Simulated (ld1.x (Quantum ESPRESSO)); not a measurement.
## PBE TM semilocal dataset for chromium (Cr), scalar-relativistic all-electron reference.

Input for ld1.x (Quantum ESPRESSO) 7.5:

```
&input
   title='Cr', zed=24., rel=1, dft='PBE', iswitch=3,
   config='[Ar] 3d5 4s0 4p0',
   nld=3, rlderiv=3.85, eminld=-3.0, emaxld=5.0, deld=0.02
 /
 &inputp
   pseudotype=1, tm=.true., lloc=0,
   nlcc=.false.,
   file_pseudopw='Cr.pp', file_wfcaegen='ae.wfc', file_wfcncgen='nc.wfc'
 /
3
4P  2  1   0.00   0.00  3.55  3.55  0.0
3D  3  2   5.00   0.00  2.25  2.25  0.0
4S  1  0   0.00   0.00  2.85  2.85  0.0
 &test
   configts(1)='3d5 4s0 4p0'
 /
```

Command:

```bash
ld1.x < Cr.in > Cr.out
```

The program printed (shortened: banner, matrices, multipoles, cross overlaps and the repeated all-electron block are left out):

```
Program LD1 v.7.5
     --------------------------- All-electron run ----------------------------

     Cr
     scalar relativistic calculation

     atomic number is 24.00
     dft =PBE   lsd =0 sic =0 latt =0  beta=0.20 tr2=1.0E-14
     Exchange-correlation= PBE
                           (   1   4   3   4   0   0   0)
     mesh =1183 r(mesh) =  99.18097 a.u. xmin = -7.00 dx = 0.01250
     1 Ry =  13.60569312 eV, c = 137.03599908

     n l     nl                  e(Ry)          e(Ha)          e(eV)
     1 0     1S 1( 2.00)      -432.7609      -216.3804     -5888.0114
     2 0     2S 1( 2.00)       -49.5326       -24.7663      -673.9257
     2 1     2P 1( 6.00)       -41.7106       -20.8553      -567.5014
     3 0     3S 1( 2.00)        -5.9522        -2.9761       -80.9838
     3 1     3P 1( 6.00)        -3.8568        -1.9284       -52.4750
     3 2     3D 1( 5.00)        -0.7258        -0.3629        -9.8746
     4 0     4S 1( 0.00)        -0.7315        -0.3657        -9.9521
     4 1     4P 1( 0.00)        -0.4410        -0.2205        -6.0007

     final scf error:  7.4E-15 reached in  25 iterations

     Etot =   -2100.551196 Ry,   -1050.275598 Ha,  -28579.454958 eV

     Ekin =    2121.832365 Ry,    1060.916183 Ha,   28869.000022 eV
     Encl =   -5001.175200 Ry,   -2500.587600 Ha,  -68044.455025 eV
     Eh   =     875.774745 Ry,     437.887373 Ha,   11915.522427 eV
     Exc  =     -96.983106 Ry,     -48.491553 Ha,   -1319.522381 eV

     normalization and overlap integrals

     s(1S/1S) =  1.000000  <r> =   0.0636  <r2> =    0.0054  r(max) =   0.0417
     s(2S/2S) =  1.000000  <r> =   0.2931  <r2> =    0.1015  r(max) =   0.2428
     s(2P/2P) =  1.000000  <r> =   0.2598  <r2> =    0.0831  r(max) =   0.1988
     s(3S/3S) =  1.000000  <r> =   0.9033  <r2> =    0.9430  r(max) =   0.7764
     s(3P/3P) =  1.000000  <r> =   0.9680  <r2> =    1.1079  r(max) =   0.7961
     s(3D/3D) =  1.000000  <r> =   1.4164  <r2> =    2.7368  r(max) =   0.8474
     s(4S/4S) =  1.000000  <r> =   3.0719  <r2> =   10.8058  r(max) =   2.5778
     s(4P/4P) =  1.000000  <r> =   3.9314  <r2> =   17.7867  r(max) =   3.2689

     ------------------------ End of All-electron run ------------------------

     --------------------- Generating NC pseudopotential ---------------------

      Generating local pot.: lloc=0, matching radius rcloc =   2.8500

      Wfc   4P  rcut= 3.568  Using Troullier-Martins method

      Wfc   3D  rcut= 2.275  Using Troullier-Martins method

     ------------------- End of pseudopotential generation -------------------

     Computing logarithmic derivative in   3.86985
     Computing logarithmic derivative in   3.86985
     Computing the partial wave expansion
       no projector for channel:   0
     R is outside the sphere for l=    1 j= 0.00
     R is outside the sphere for l=    2 j= 0.00

     ---------------------- Testing the pseudopotential ----------------------

     Cr
     scalar relativistic calculation

     atomic number is 24.00   valence charge is  6.00
     dft =PBE   lsd =0 sic =0 latt =0  beta=0.20 tr2=1.0E-14
     mesh =1183 r(mesh) =  99.18097 xmin = -7.00 dx = 0.01250

     n l     nl             e AE (Ry)        e PS (Ry)    De AE-PS (Ry)
     3 2     3D   1( 5.00)       -0.72577       -0.72577        0.00000
     1 0     4S   1( 0.00)       -0.73147       -0.73147        0.00000
     2 1     4P   1( 0.00)       -0.44104       -0.44104        0.00000

     eps = 1.3E-15  iter =  6

     Etot =   -2100.551196 Ry,   -1050.275598 Ha,  -28579.454958 eV
     Etotps =   -17.893606 Ry,      -8.946803 Ha,    -243.454917 eV

     Ekin =      31.798811 Ry,      15.899406 Ha,     432.644867 eV
     Encl =     -25.798941 Ry,     -12.899470 Ha,    -351.012469 eV
     Ehrt =      15.527156 Ry,       7.763578 Ha,     211.257725 eV
     Ecxc =      -4.385978 Ry,      -2.192989 Ha,     -59.674267 eV
     Epseu=     -35.034656 Ry,     -17.517328 Ha,    -476.670774 eV

     ---------------------- End of pseudopotential test ----------------------
```

Generation and configuration tests took about 2.5 s on one core of a shared server CPU.

Transferability test of the new file with ld1.x, input:

```
&input
   title='Cr', zed=24., rel=1, dft='PBE', iswitch=2,
   config='[Ar] 3d5 4s0 4p0'
 /
 &test
   file_pseudo='Cr.pp', nconf=8,
   configts(1)='3d5 4s0 4p0',
   configts(2)='3d5 4s1 4p0',
   configts(3)='3d4 4s0 4p0',
   configts(4)='3d3 4s0 4p0',
   configts(5)='3d6 4s0 4p0',
   configts(6)='3d2 4s0 4p0',
   configts(7)='3d4 4s1 4p1',
   configts(8)='3d4 4s1 4p0'
 /
```

```bash
ld1.x < Cr.test.in > Cr.test.out
```

Pseudopotential blocks of its output, shortened (energy terms left out; the distinct warnings before each block abridged to one line each):

```
     ---------------------- Testing the pseudopotential ----------------------

     n l     nl             e AE (Ry)        e PS (Ry)    De AE-PS (Ry)
     3 2     3D   1( 5.00)       -0.72577       -0.72577        0.00000
     1 0     4S   1( 0.00)       -0.73147       -0.73147        0.00000
     2 1     4P   1( 0.00)       -0.44104       -0.44104        0.00000

     eps = 3.7E-15  iter = 18

     Etot =   -2100.551196 Ry,   -1050.275598 Ha,  -28579.454958 eV
     Etotps =   -17.893606 Ry,      -8.946803 Ha,    -243.454917 eV

     ---------------------- End of pseudopotential test ----------------------

          ---------------------- Testing the pseudopotential ----------------------

     n l     nl             e AE (Ry)        e PS (Ry)    De AE-PS (Ry)
     3 2     3D   1( 5.00)       -0.21409       -0.21635        0.00226
     1 0     4S   1( 1.00)       -0.29450       -0.29923        0.00473
     2 1     4P   1( 0.00)       -0.07265       -0.07414        0.00148

     eps = 7.7E-16  iter = 37

     Etot =   -2101.058399 Ry,   -1050.529200 Ha,  -28586.355814 eV
     Etotps =   -18.404406 Ry,      -9.202203 Ha,    -250.404700 eV
     dEtot_ae =      -0.507204 Ry
     dEtot_ps =      -0.510800 Ry,   Delta E=       0.003596 Ry

     ---------------------- End of pseudopotential test ----------------------

          ---------------------- Testing the pseudopotential ----------------------

     n l     nl             e AE (Ry)        e PS (Ry)    De AE-PS (Ry)
     3 2     3D   1( 4.00)       -1.67988       -1.69002        0.01014  !
     1 0     4S   1( 0.00)       -1.37009       -1.36721       -0.00288
     2 1     4P   1( 0.00)       -0.98872       -0.98360       -0.00512  !

     eps = 6.2E-16  iter = 12

     Etot =   -2099.371357 Ry,   -1049.685678 Ha,  -28563.402430 eV
     Etotps =   -16.708577 Ry,      -8.354288 Ha,    -227.331765 eV
     dEtot_ae =       1.179839 Ry
     dEtot_ps =       1.185030 Ry,   Delta E=      -0.005191 Ry

     ---------------------- End of pseudopotential test ----------------------

          ---------------------- Testing the pseudopotential ----------------------

     n l     nl             e AE (Ry)        e PS (Ry)    De AE-PS (Ry)
     3 2     3D   1( 3.00)       -2.87533       -2.86901       -0.00632  !
     1 0     4S   1( 0.00)       -2.13084       -2.13594        0.00510  !
     2 1     4P   1( 0.00)       -1.66504       -1.66098       -0.00406

     eps = 5.1E-16  iter = 14

     Etot =   -2097.111372 Ry,   -1048.555686 Ha,  -28532.653769 eV
     Etotps =   -14.442368 Ry,      -7.221184 Ha,    -196.498424 eV
     dEtot_ae =       3.439824 Ry
     dEtot_ps =       3.451239 Ry,   Delta E=      -0.011415 Ry

     ---------------------- End of pseudopotential test ----------------------

          Warning: convergence not achieved
     Warning: n=1, l=0 expected 0 nodes, found 1
     Warning: n=2, l=1 expected 0 nodes, found 1
     Warning: n=3, l=2 expected 0 nodes, found 1
     ---------------------- Testing the pseudopotential ----------------------

     n l     nl             e AE (Ry)        e PS (Ry)    De AE-PS (Ry)
     3 2     3D   1( 6.00)       -0.09794       -0.00000       -0.09794  !
     1 0     4S   1( 0.00)       -0.26129       -0.26129        0.00000
     2 1     4P   1( 0.00)       -0.06238       -0.06238        0.00000

     eps = 5.2E-01  iter =201

     Etot =   -2100.931120 Ry,   -1050.465560 Ha,  -28584.624093 eV
     Etotps =    -7.286172 Ry,      -3.643086 Ha,     -99.133427 eV
     dEtot_ae =      -0.379924 Ry
     dEtot_ps =      10.607434 Ry,   Delta E=     -10.987358 Ry

     ---------------------- End of pseudopotential test ----------------------

          ---------------------- Testing the pseudopotential ----------------------

     n l     nl             e AE (Ry)        e PS (Ry)    De AE-PS (Ry)
     3 2     3D   1( 2.00)       -4.26285       -4.16632       -0.09653  !
     1 0     4S   1( 0.00)       -2.99021       -3.01511        0.02489  !
     2 1     4P   1( 0.00)       -2.44832       -2.45261        0.00429

     eps = 5.3E-17  iter = 12

     Etot =   -2093.556959 Ry,   -1046.778479 Ha,  -28484.293517 eV
     Etotps =   -10.931323 Ry,      -5.465662 Ha,    -148.728233 eV
     dEtot_ae =       6.994237 Ry
     dEtot_ps =       6.962283 Ry,   Delta E=       0.031954 Ry

     ---------------------- End of pseudopotential test ----------------------

          ---------------------- Testing the pseudopotential ----------------------

     n l     nl             e AE (Ry)        e PS (Ry)    De AE-PS (Ry)
     3 2     3D   1( 4.00)       -0.54691       -0.55555        0.00863  !
     1 0     4S   1( 1.00)       -0.42770       -0.43322        0.00552  !
     2 1     4P   1( 1.00)       -0.15520       -0.15587        0.00068

     eps = 9.7E-15  iter = 29

     Etot =   -2100.800717 Ry,   -1050.400359 Ha,  -28582.849872 eV
     Etotps =   -18.142237 Ry,      -9.071118 Ha,    -246.837703 eV
     dEtot_ae =      -0.249522 Ry
     dEtot_ps =      -0.248630 Ry,   Delta E=      -0.000891 Ry

     ---------------------- End of pseudopotential test ----------------------

          ---------------------- Testing the pseudopotential ----------------------

     n l     nl             e AE (Ry)        e PS (Ry)    De AE-PS (Ry)
     3 2     3D   1( 4.00)       -1.01463       -1.02335        0.00872  !
     1 0     4S   1( 1.00)       -0.83821       -0.84470        0.00649  !
     2 1     4P   1( 0.00)       -0.51648       -0.51828        0.00180

     eps = 6.8E-15  iter = 25

     Etot =   -2100.471365 Ry,   -1050.235683 Ha,  -28578.368807 eV
     Etotps =   -17.811460 Ry,      -8.905730 Ha,    -242.337262 eV
     dEtot_ae =       0.079831 Ry
     dEtot_ps =       0.082146 Ry,   Delta E=      -0.002316 Ry

     ---------------------- End of pseudopotential test ----------------------
```
